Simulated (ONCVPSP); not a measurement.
molybdenum: ONCV pseudisation with revPBE, fully relativistic reference atom.

ONCVPSP 4.0.1 input, shortened (lines: element, Z, core and valence counts, functional; n l f; lmax; l rc ep ncon nbas qcut; lloc lpopt rc5 dvloc0; l nproj debl; icmod fcfact rcfact), revPBE, fully relativistic:

```
  Mo 42.00    6    4  -102130      upf
    1    0    2.00
    2    0    2.00
    2    1    6.00
    3    0    2.00
    3    1    6.00
    3    2   10.00
    4    0    2.00
    4    1    6.00
    4    2    5.00
    5    0    1.00
    2
    0    1.70    0.00    3    6    6.80
    1    1.75    0.00    4    8    6.10
    2    2.00    0.00    3    7    6.30
    4    5    1.05    0.00
    0    2    2.40
    1    3    1.30
    2    2    2.20
    0    0.00    0.00
```

Open shells are filled in proportion to 2j + 1.

In the p channel the program set the typed energies aside and used -1.383, 0.250, 1.550 Ha (j = l + 1/2; the other j can differ).

All-electron outer shells of the reference configuration (revPBE, scalar-relativistic, ld1.x):

| shell | level (eV) | outermost node (bohr) | outermost maximum (bohr) |
| --- | --- | --- | --- |
| 3d | -220.90 | – | 0.32 |
| 4s | -64.29 | 0.51 | 0.99 |
| 4p | -38.44 | 0.52 | 1.08 |
| 5s | -4.00 | 1.34 | 2.97 |
| 4d | -3.70 | 0.53 | 1.38 |

(1) Estimate the cutoffs (Ha) at which the residual kinetic energy of the hardest occupied pseudo-wave falls to 1 and 0.1 mHa per electron.

(2) Does the potential have ghost states?

(3) Tests: 4s2 4p6 4d5 5s0; 4s2 4p6 4d4 5s0; 4s2 4p6 4d3 5s0; 4s1 4p6 4d5 5s1. Which has the largest error in its energy relative to the reference configuration, and how large is it?

Results:

(1) 17 Ha and 20 Ha.

(2) No bound ghost flagged; GHOST(+) flagged for s at 105.6 eV.

(3) 4s1 4p6 4d5 5s1, with -155 meV (all-electron minus pseudo) on +70.13 eV.
